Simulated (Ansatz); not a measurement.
Start from `CC[NH][GaH2]` and change one atom or group to get `CCNCS`.

Ansatz, PBE0-D4/def2-TZVP geometries, multiplicity 1. Each molecule was computed in one conformer, which needn't be the lowest.

Scalar relativity is left out up to krypton.

```json
{"property": "size of the dipole moment (B3LYP/def2-TZVPP) / D", "`CC[NH][GaH2]`": "1.02"}
{"property": "HOMO energy (ωB97M-V/def2-TZVPP) / eV", "`CC[NH][GaH2]`": "-9.06"}
{"property": "HOMO–LUMO gap (PBE0/def2-TZVPP) / eV", "`CC[NH][GaH2]`": "6.00"}
{"property": "size of the dipole moment (PBE/def2-TZVPP) / D", "`CC[NH][GaH2]`": "1.18"}
{"property": "LUMO energy (PBE/def2-TZVPP) / eV", "`CC[NH][GaH2]`": "-1.51"}
{"property": "LUMO energy (PBE0/def2-TZVPP) / eV", "`CC[NH][GaH2]`": "-0.75"}
```

Question: What does the change do to each property? (Estimate.)

Answer: Ansatz gave: 
```csv
property,`CCNCS`,shift
size of the dipole moment (B3LYP/def2-TZVPP) / D,1.84,0.82
HOMO energy (ωB97M-V/def2-TZVPP) / eV,-8.90,0.16
HOMO–LUMO gap (PBE0/def2-TZVPP) / eV,7.17,1.17
size of the dipole moment (PBE/def2-TZVPP) / D,1.82,0.64
LUMO energy (PBE/def2-TZVPP) / eV,-0.36,1.15
LUMO energy (PBE0/def2-TZVPP) / eV,0.58,1.33
```

With PBE0 the HOMO rises by 0.16 eV and the LUMO rises by 1.33 eV, so the gap widens by about 1.17 eV. PBE moves the HOMO by 0.34 eV and ωB97M-V by 0.16 eV. Dipoles are sizes alone; their direction can turn.

B3LYP here is the variant with VWN-RPA as its local correlation; programs differ in this.
